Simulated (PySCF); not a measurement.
B(H)2(OEt) (C₂H₇BO), SMILES BOCC. Atoms are numbered in the order given.

```xyz
11

B      0.4967    -0.8820     1.5431
H     -0.6063    -1.2588     1.8761
H      1.5097    -1.2871     2.0546
O      0.6360     0.0290     0.5618
C     -0.4767     0.5844    -0.1438
C     -0.4254     0.1766    -1.6057
H     -1.4168     0.2543     0.3314
H     -0.4041     1.6792    -0.0437
H     -0.5303    -0.9143    -1.7114
H     -1.2428     0.6604    -2.1627
H      0.5319     0.4782    -2.0569
```
Charge 0, spin multiplicity 1.

The structure is a stationary point at TPSSh-D3(BJ)/def2-SVP. This is a generated structure with no PubChem entry under its InChIKey; it may be hypothetical. Other conformers were not sampled.

These are PySCF with PBE0/pcSseg-1 values and carry that method's errors.

GIAO shieldings, no solvent; atoms listed in one row are averaged. δ = σ(ref) − σ: ¹¹B against BF3 (σ = 88.8 ppm); ¹H against TMS (σ = 31.56 ppm); ¹⁷O against H2O (σ = 334.2 ppm); ¹³C against TMS (σ = 186.3 ppm), references at their B3LYP-D3(BJ)/def2-TZVP geometries, non-relativistic.

Computed chemical shifts:
```tsv
nucleus	atoms	count	δ (ppm)
¹¹B	B1	1	35.3
¹H	H2	1	5.44
¹H	H3	1	5.30
¹H	H8	1	4.70
¹H	H7	1	4.25
¹H	H9, H10, H11	3	1.64
¹⁷O	O4	1	250.3
¹³C	C5	1	77.8
¹³C	C6	1	22.4
```
